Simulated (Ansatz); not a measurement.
Species: C2H6Mg, net charge 0, singlet state. 
Geometry from a B3LYP-D3(BJ)/def2-TZVP (Ansatz, a first-principles code) optimisation:
SMILES: [CH3][Mg][CH3]
```xyz
9

Mg     0.0000     0.0000     0.0000
C      1.6122     0.2408    -1.3132
H      2.3583    -0.5500    -1.1895
H      2.1256     1.1941    -1.1555
H      1.2910     0.2184    -2.3590
C     -1.6122    -0.2408     1.3132
H     -2.1921    -1.1399     1.0838
H     -2.3028     0.6068     1.2681
H     -1.2801    -0.3294     2.3521
```

Parts of the frozen-core correlation energy in def2-QZVPPD (Ansatz, hartree). Frozen orbitals: 7; correlated occupied orbitals by spin: 8 and 8; virtual: 372 and 372. No spin-orbit coupling. Non-relativistic.

| term | value |
|---|---|
| reference (HF) | -278.85562 |
| MP2 opposite-spin | -0.35098 |
| MP2 same-spin | -0.08691 |
| CCSD correlation | -0.46611 |
| (T) | -0.01798 |
| T1 diagnostic | 0.009 |
| largest doubles amplitude | 0.026 |
